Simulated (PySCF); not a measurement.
A species of formula C6H10ClN has this rotational fingerprint, computed with PBE0-D3(BJ)/def2-SVP geometry optimisation, gas phase in PySCF 2.14.0:

* Rotational constants: A = 3688, B = 931.7, C = 797.3 MHz
* Dipole components: |μa| = 1.95 D, |μb| = 0.71 D, |μc| = 0.12 D
* Inertial defect: -45.61 u·Å²
* κ: -0.91

**Question.** Which candidate fits, each taken in the one conformer that was computed?
A. `[CH3:1][N:2]([CH3:3])/[CH:4]=[CH:5]/[CH:6]=[CH:7]/[Cl:8]` with C4–C5–C6–C7 180°
B. `[CH2:1]=[CH:2][CH2:3][N:4]([CH3:5])[C:6](=[CH2:7])[Cl:8]` with C1–C2–C3–N4 125°, C2–C3–N4–C5 -71°, C3–N4–C6–C7 -8°

**Answer.** B. It is C=CCN(C)C(=C)Cl, a near-prolate asymmetric top, point group C1. The candidates at the same level (rigid rotor, commonest isotopes):

| SMILES | A (MHz) | B (MHz) | C (MHz) | μa (D) | μb (D) | μc (D) | Δ (u·Å²) | point group | rotor |
| --- | --- | --- | --- | --- | --- | --- | --- | --- | --- |
| CN(C)/C=C/C=C/Cl | 7217 | 479.0 | 452.5 | 4.58 | 0.13 | 0.19 | -8.39 | C1 | near-prolate asymmetric top |
| C=CCN(C)C(=C)Cl | 3688 | 931.7 | 797.3 | 1.95 | 0.71 | 0.12 | -45.61 | C1 | near-prolate asymmetric top |

`CN(C)/C=C/C=C/Cl` has A 96 % too high. No structure here is proved a minimum.
